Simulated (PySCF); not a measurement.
## Correlation energy of O⁺ (oxygen, charge +1)

[He] 2s2 2p3, high-spin 4S determinant. Computed with PySCF 2.14 in aug-cc-pVDZ, with no relativity, point nucleus. Frozen: 1s2; 5 electrons correlated.

```tsv
level	correlation energy (mhartree)
CCSD	-88.20
(T)	-0.79
CCSD(T)	-88.99
CCSDT	-89.11
```

Diagnostics: T1 = 0.0046, D1 = 0.0068, largest double amplitude 0.029.

Q: Is a single reference adequate?

A: Yes: T1 lies below 0.03 and no double amplitude reaches 0.07.
